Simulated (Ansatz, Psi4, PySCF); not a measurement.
C$_{2}$HF$_{2}$O$_{2}$, doublet, geometry from GFN2-xTB. Base run: WB97X/def2-SVP (PySCF).

Input for PySCF:
```python
from pyscf import gto, scf, dft

mol = gto.M(
    atom='''
O     1.00908423    1.50155229    0.03543537
C     0.71160733    0.32632795    0.04060336
O     1.60255857   -0.67830943    0.12156161
C    -0.63484075   -0.16142983   -0.03898753
F    -1.68096637    0.62644498   -0.12569638
F    -0.96947956   -1.43320129   -0.03424534
H     2.50027146   -0.31452482    0.17380460
''',
    basis='def2-svp',
    spin=1,
    verbose=3,
)

mf = dft.UKS(mol)
mf.xc = 'wb97x'
mf.kernel()
```

The same geometry, method and basis name were run in Ansatz (a program for electronic structure) and Psi4 and PySCF, at each program's defaults and at the settings that a row names. The base is PySCF at its defaults. Differences at the defaults can come from grids, fitting, cores and function types together.

```json
[
 {"code and settings": "PySCF, defaults (exact integrals, its default grid, spherical functions)", "ΔE vs base (mEh)": "0.000", "basis functions": "89", "E (Eh)": "-426.46936", "SCF cycles": "14", "dipole (D)": "1.62"},
 {"code and settings": "Psi4, defaults (density fitting with its default set, its default grid, spherical functions)", "ΔE vs base (mEh)": "-0.023", "basis functions": "89", "E (Eh)": "-426.46938", "SCF cycles": "12", "dipole (D)": "1.61"},
 {"code and settings": "Ansatz, defaults (factorised integrals, its default grid, spherical functions)", "ΔE vs base (mEh)": "-0.001", "basis functions": "89", "E (Eh)": "-426.46936", "SCF cycles": "-", "dipole (D)": "-"},
 {"code and settings": "PySCF, density fitting with def2-universal-jkfit", "ΔE vs base (mEh)": "-0.024", "basis functions": "89", "E (Eh)": "-426.46938", "SCF cycles": "14", "dipole (D)": "1.62"},
 {"code and settings": "PySCF, fine grid", "ΔE vs base (mEh)": "-0.001", "basis functions": "89", "E (Eh)": "-426.46936", "SCF cycles": "14", "dipole (D)": "1.62"},
 {"code and settings": "Psi4, exact integrals, spherical functions, fine grid", "ΔE vs base (mEh)": "-0.001", "basis functions": "89", "E (Eh)": "-426.46936", "SCF cycles": "17", "dipole (D)": "1.61"},
 {"code and settings": "Ansatz, high accuracy", "ΔE vs base (mEh)": "-0.001", "basis functions": "89", "E (Eh)": "-426.46936", "SCF cycles": "-", "dipole (D)": "-"}
]
```

Open shells are given as the SCF converged; they aren't shown to be the lowest states, and a large step between rows can be another state.
